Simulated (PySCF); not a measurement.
Gas-phase reaction: 2 InH3 + InI3 = 3 InI + 6 H

Energies from PySCF, thermal terms from the rigid-rotor harmonic-oscillator model, ideal gas at 1 bar. † marks an energy on the PBE0/def2-TZVP geometry and frequencies; other levels use their own. CCSD(T) freezes the core. Open shells (unrestricted): H (multiplicity 2); the rest are closed-shell singlets. I, In: scalar-relativistic def2 core potential, no spin-orbit coupling. InH3: computed as isolated molecules; such fragments, hydroxides, amides, oligomers or adducts are transient or little studied in the gas. CCSD(T) isn't extrapolated to the basis-set limit; its ΔH°(298 K) is 1030.8 kJ in def2-SVP and 1086.0 kJ in def2-TZVPP. The harmonic model lacks anharmonicity and excited electronic states, which grow with temperature; levels with a mode under 35 cm⁻¹ are left out. Soft modes under 120 cm⁻¹ make the harmonic entropy rough for InI3.

| level | ΔE electronic, kJ | ΔH°(298 K), kJ | ΔS°(298 K), J/K | ΔG°(1000 K), kJ |
|---|---|---|---|---|
| CCSD(T)/def2-SVP† | 1095 | 1031 | 634 | 374 |
| CCSD(T)/def2-TZVPP† | 1150 | 1086 | 634 | 430 |
| HF/def2-TZVP† | 834 | 770 | 634 | 114 |
| M06-2X/def2-TZVP† | 1103 | 1039 | 634 | 382 |
| PBE0/def2-TZVP | 1091 | 1027 | 634 | 371 |
| LDA/def2-TZVP† | 1271 | 1207 | 634 | 551 |
ΔH° is lowest at HF/def2-TZVP† and highest at LDA/def2-TZVP†. No reference value is set beside these.
